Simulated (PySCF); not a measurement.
Compound: Ta(NSiMe3)(NH2)3, C₃H₁₅N₄SiTa (singlet state).
Bonds: Ta1–N2, Ta1–N16, Ta1–N19, Ta1–N22, N2–Si3, Si3–C4, Si3–C5, Si3–C6. Hydrogens: H7, H8, H9 on C4; H10, H11, H12 on C5; H13, H14, H15 on C6; H17, H18 on N16; H20, H21 on N19; H23, H24 on N22.

The calculation used TDDFT wB97X-D/def2-SVPD, vertical, gas phase, core orbitals frozen in the response, def2 core potentials past Kr (PySCF 2.14.0, density-fitted response routines). Geometry: PBE0-D3(BJ)/def2-SVP; no solvent, vibrations or thermal averaging. Spin–orbit coupling is left out.

```tsv
state	E (eV)	ν̃ (cm⁻¹)	f	|μ| (D)	main configurations (H = HOMO, L = LUMO)
S1	5.54	44720	0.0000	0.05	H→L (62%), H→L+1 (12%), H→L+3 (10%)
S2	5.72	46130	0.0000	0.03	H-2/H-1→L+1 (≥24%), H-2/H-1→L+3 (≥20%), H-2/H-1→L+2 (≥18%)
S3	5.84	47110	0.044	1.40	H→L+1 (50%), H→L+3 (14%), H→L+2 (13%)
S4	5.84	47140	0.037	1.30	H→L+2 (41%), H→L+3 (22%), H-2/H-1→L+1 (≥10%)
S5	5.91	47670	0.0024	0.33	H-2/H-1→L+2 (≥27%), H-2/H-1→L+3 (≥22%), H-2/H-1→L+1 (≥11%)
S6	5.92	47790	0.010	0.67	H-2/H-1→L+3 (≥19%), H-2/H-1→L+2 (≥19%), H→L+3 (13%)
S7	6.07	48930	0.0002	0.08	H→L (28%), H→L+3 (24%), H→L+1 (16%)
S8	6.41	51740	0.0079	0.57	H-2/H-1→L+1 (≥29%), H-2/H-1→L+3 (≥23%), H-2/H-1→L+2 (≥18%)
S9	6.42	51790	0.0090	0.61	H-2/H-1→L+3 (≥34%), H-2/H-1→L+1 (≥26%), H-2/H-1→L+2 (≥12%)
```

Triplets (Tamm–Dancoff): T1 5.18 eV, H-2/H-1→L+1 (≥22%), H-2/H-1→L+3 (≥19%), H-2/H-1→L+2 (≥17%); T2 5.35 eV, H→L+1 (51%), H→L+2 (26%); T3 5.37 eV, H→L+2 (42%), H→L+3 (39%); T4 5.46 eV, H-2/H-1→L+2 (≥28%), H-2/H-1→L+3 (≥23%), H-2/H-1→L+1 (≥15%).

The lowest singlet lies at 5.54 eV (224 nm, ultraviolet) and is dark (f under 0.0005); its leading configuration is HOMO→LUMO (62%). The strongest level in the table is S3/S4 at 5.84 eV (212 nm, f = 0.081 summed). S3/S4 and S8/S9 lie within about 0.01 eV of each other in each set; the point group C3 has degenerate representations, and within a degenerate level the listed configurations can mix freely. For S1 the Löwdin share of tantalum is at most 4% in HOMO and 51% in LUMO; for S3 the Löwdin share of tantalum is at most 4% in HOMO and 51% in LUMO+1. Weighted by f, the mean energy of these states is 5.94 eV. Of the 9 states listed, 3 reach f = 0.01 and 3 stay under 0.0005. Orbital energies (eV): HOMO-3 -9.90, HOMO-2 -8.93, HOMO-1 -8.92, HOMO -8.58, LUMO 1.46, LUMO+1 1.94, LUMO+2 1.96. Orbitals of the list HOMO-3 to LUMO+2 that lie within 0.01 eV of each other are written together with a slash and their weights summed (≥ marks a lower bound); for degenerate orbitals outside that list single weights are arbitrary. The window holds the lowest 10 singlets. The highest level found (6.59 eV, f 0.032 so far) is left out, since the window may have cut off a degenerate partner.

Hardware: one thread, Intel Xeon at 2.70 GHz (x86_64), no GPU, on a shared host. Cost: 4.8 min wall (grids of density and orbitals included), 1.8 GiB resident at most.
